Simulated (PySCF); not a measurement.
Dipole response of Mn⁺ (manganese, charge +1)

[Ar] 3d5 4s1, high-spin 7S determinant. Calculation: PySCF 2.14, in aug-cc-pVQZ (9s8p6d4f3g2h, 140 functions); the non-relativistic Hamiltonian (point nucleus). Coupled (time-dependent) response in atomic units; α is the mean over directions.

| method | mean α (bohr³) | C₆ (like pair) | S(−4) |
| --- | --- | --- | --- |
| UHF | 40.59 | 225.0 | 1544 |

S(−4) is the Cauchy moment in α(ω) = α(0) + S(−4) ω² + …

α(iu) at UHF:

```csv
u (hartree),α(iu) (bohr³)
0,40.59
0.0500,37.09
0.100,29.71
0.200,17.44
0.300,11.16
0.500,6.090
0.750,3.824
1.00,2.786
1.50,1.786
2.00,1.280
3.00,0.7644
5.00,0.3673
```

A single London oscillator, α(iu) = α/(1 + u²/ω²), gives C₆ = (3/4) ω α². Matching the computed C₆ needs ω = 4 × 225.0 / (3 × 40.59²) = 0.182 hartree.

For an ion, C₆ is the dispersion term alone; charge-induced terms of lower order in 1/R come first.
